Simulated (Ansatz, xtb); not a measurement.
# C4H6ClN3: which of two isomers lies lower

Structure X: `Cc1nn(C)nc1Cl`, a singlet. Structure Y: `CCn1ncc(Cl)n1`, a singlet. Both are isolated molecules in the gas phase, relaxed with PBE0-D3(BJ)/def2-SVP; the shapes shown needn't be the lowest conformers.

X (Å):

```xyz
14

C     0.8353   -1.3317    0.1001
C     0.1183   -0.2284    0.7871
C    -2.3167    1.0369    2.9343
C     0.3114    1.1660    0.6923
Cl    1.4565    1.9910   -0.2672
N    -0.8715   -0.4120    1.6573
N    -1.2145    0.8007    2.0389
N    -0.5434    1.7887    1.4881
H     1.9065   -1.3272    0.3535
H     0.4075   -2.2973    0.3979
H     0.7585   -1.2328   -0.9934
H    -3.2431    1.2293    2.3720
H    -2.4456    0.1442    3.5565
H    -2.0844    1.9074    3.5591
```

Y (Å):

```xyz
14

C     0.4009   -0.1900   -0.2613
C    -0.8408    0.5575   -0.7075
C    -1.6997    3.0995    1.5148
C    -2.2880    1.9707    2.1105
Cl   -3.1730    1.8777    3.5645
N    -1.3737    1.4073    0.3379
N    -1.1220    2.6956    0.3889
N    -2.0616    0.9128    1.3451
H     0.7730   -0.8271   -1.0769
H     0.1760   -0.8301    0.6040
H     1.1983    0.5130    0.0207
H    -1.6419   -0.1368   -0.9985
H    -0.6321    1.2235   -1.5550
H    -1.6811    4.1351    1.8435
```

Quicker runs give these differences E(Y) − E(X): GFN2-xTB +3.1 kcal/mol; HF/STO-3G +3.1 kcal/mol (at GFN2-xTB geometries); r2SCAN-D4/def2-SVP +3.6 kcal/mol (at GFN2-xTB geometries).

Task: Estimate E(Y) − E(X) at the level CCSD(T)/def2-SVP + ΔMP2/def2-TZVPP.

Result: Calculated at CCSD(T)/def2-SVP + ΔMP2/def2-TZVPP: E(Y) − E(X) = +2.3 kcal/mol, so structure X lies lower.

Level by level:

```json
{"level": "GFN2-xTB", "geometry": "GFN2-xTB", "E(Y) − E(X) (kcal/mol)": "+3.1", "departure from the last row (kcal/mol)": "+0.9", "job, with rough time for the two": "optimisation, 0.23 s"}
{"level": "HF/STO-3G", "geometry": "GFN2-xTB", "E(Y) − E(X) (kcal/mol)": "+3.1", "departure from the last row (kcal/mol)": "+0.8", "job, with rough time for the two": "single point, 1.2 s"}
{"level": "r2SCAN-D4/def2-SVP", "geometry": "GFN2-xTB", "E(Y) − E(X) (kcal/mol)": "+3.6", "departure from the last row (kcal/mol)": "+1.3", "job, with rough time for the two": "single point, 14 s"}
{"level": "PBE0-D3(BJ)/def2-SVP", "geometry": "PBE0-D3(BJ)/def2-SVP", "E(Y) − E(X) (kcal/mol)": "+3.3", "departure from the last row (kcal/mol)": "+1.0", "job, with rough time for the two": "optimisation, 4 min"}
{"level": "HF/def2-SVP", "geometry": "PBE0-D3(BJ)/def2-SVP", "E(Y) − E(X) (kcal/mol)": "+2.7", "departure from the last row (kcal/mol)": "+0.4", "job, with rough time for the two": "part of the CCSD(T) run"}
{"level": "MP2/def2-SVP", "geometry": "PBE0-D3(BJ)/def2-SVP", "E(Y) − E(X) (kcal/mol)": "+2.8", "departure from the last row (kcal/mol)": "+0.5", "job, with rough time for the two": "part of the CCSD(T) run"}
{"level": "CCSD(T)/def2-SVP", "geometry": "PBE0-D3(BJ)/def2-SVP", "E(Y) − E(X) (kcal/mol)": "+2.6", "departure from the last row (kcal/mol)": "+0.3", "job, with rough time for the two": "single point"}
{"level": "CCSD(T)/def2-SVP + ΔMP2/def2-TZVPP", "geometry": "PBE0-D3(BJ)/def2-SVP", "E(Y) − E(X) (kcal/mol)": "+2.3", "departure from the last row (kcal/mol)": "", "job, with rough time for the two": "single point, 5.4 min"}
```

As drawn, both hold the same kinds of bond in the same numbers. Structure X has 2 methyl groups, Y 1.

None of the levels shown reverses the order. The largest departure from CCSD(T)/def2-SVP + ΔMP2/def2-TZVPP is that of r2SCAN-D4/def2-SVP, 1.3 kcal/mol. A small imaginary or near-zero mode remains, so no thermal terms are given. The last row adds to CCSD(T) the change of the MP2 difference between the two basis sets, here −0.3 kcal/mol.

The correlated steps freeze 12 core orbitals. Codes used: Ansatz 0.2.0, xtb 6.7.1; the last row on 2 threads of Arm Neoverse N1 on a shared host.
